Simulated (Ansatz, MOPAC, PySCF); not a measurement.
Complex: SiH4 (SMILES [SiH4]) (first 5 atoms) with C2H6 (SMILES CC); geometry from B3LYP-D3(BJ)/def2-TZVP, rigid monomers moved along the line of their centres of mass till Si1···C7 is 4.32 Å.
(charge 0, multiplicity 1):
| atom | x (Å) | y (Å) | z (Å) |
|---|---|---|---|
| Si | -0.2623 | -0.0583 | 0.2181 |
| H | -0.0498 | 1.2741 | 0.8257 |
| H | -1.6462 | -0.5091 | 0.4846 |
| H | 0.6944 | -1.0238 | 0.8031 |
| H | -0.0438 | 0.0266 | -1.2440 |
| C | 0.9503 | 0.2702 | 4.7224 |
| C | -0.4974 | -0.1696 | 4.5268 |
| H | 1.4465 | 0.4398 | 3.7651 |
| H | 1.5247 | -0.4854 | 5.2618 |
| H | 1.0087 | 1.1993 | 5.2928 |
| H | -1.0730 | 0.5857 | 3.9879 |
| H | -0.9942 | -0.3389 | 5.4841 |
| H | -0.5569 | -1.0996 | 3.9579 |

Counterpoise-corrected where a basis set is named; no monomer relaxation. Rows marked so take none.

Cores are frozen in the correlated methods. Rows in 6-311+G**, 6-31G*, STO-3G carry no dispersion term and start afresh at each structure (6-31G* with six Cartesian d functions). MP2/6-31G* freezes PySCF's default core. The state reached by PM3, PM7 isn't checked; PM7 holds dispersion and hydrogen-bond terms.

Programs: Ansatz (a quantum-chemistry and plane-wave program); MOPAC for PM3, PM7 (differences of heats of formation); PySCF for 6-311+G** rows, 6-31G* rows, STO-3G rows, the dispersion terms. 

Other levels give for the interaction energy: PBE/def2-TZVPPD -14.2; B3LYP/def2-TZVPPD 9.7; B3LYP-D3(BJ)/def2-TZVPPD -37.7; wB97M-V/def2-TZVPPD -32.4; CCSD(T)/aug-cc-pV(D+d)Z -31.0 meV.

Common cheap choices:

```json
[
 {"level": "PM3", "interaction energy (meV)": "-1.3"},
 {"level": "PM7", "interaction energy (meV)": "-14.4"},
 {"level": "HF/STO-3G (no counterpoise)", "interaction energy (meV)": "1.7"},
 {"level": "B3LYP/6-31G*", "interaction energy (meV)": "11.3"},
 {"level": "B3LYP/6-31G* (no counterpoise)", "interaction energy (meV)": "0.7"},
 {"level": "B3LYP/6-311+G** (no counterpoise)", "interaction energy (meV)": "10.1"},
 {"level": "M06-2X/6-31G* (no counterpoise)", "interaction energy (meV)": "-34.9"},
 {"level": "MP2/6-31G*", "interaction energy (meV)": "-9.4"}
]
```
